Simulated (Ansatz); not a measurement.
```yaml
crystal:
  periodic: [false, false, false]
  atoms:
    - {symbol: C, position_ang: [-1.006222, 1.699204, -0.143980]}
    - {symbol: In, position_ang: [-0.183415, -0.236598, 0.411354]}
    - {symbol: C, position_ang: [1.251108, -1.748296, -0.215150]}
    - {symbol: F, position_ang: [-1.297287, -0.585229, 1.391543]}
    - {symbol: H, position_ang: [-0.224225, 2.312864, -1.195388]}
    - {symbol: H, position_ang: [-1.809510, 1.676467, -0.543464]}
    - {symbol: H, position_ang: [-0.731144, 2.551689, 0.343589]}
    - {symbol: H, position_ang: [2.058545, -1.436686, -0.821839]}
    - {symbol: H, position_ang: [1.657313, -1.811506, 0.827534]}
    - {symbol: H, position_ang: [0.993954, -2.791354, -0.433595]}
basis:
  gaussian: {orbitals: STO-3G}
hamiltonian: {xc: {name: HF}}
correlation: {method: mp2, frozen_orbitals: {C: 0}}
output: {forces: true}
```

```sh
$ ansatz run in.yaml --threads 4 --pin off --events-out ev --progress --plain --max-ram 10444MiB
```

Shortened log:

```
Functional definition: HF
Error: "frozen_orbitals" has no count for In
```

Question: Something in this input is off. What?

Answer: Frozen orbitals are typed for one element alone, and the program wants a count for each. The program refused the input.
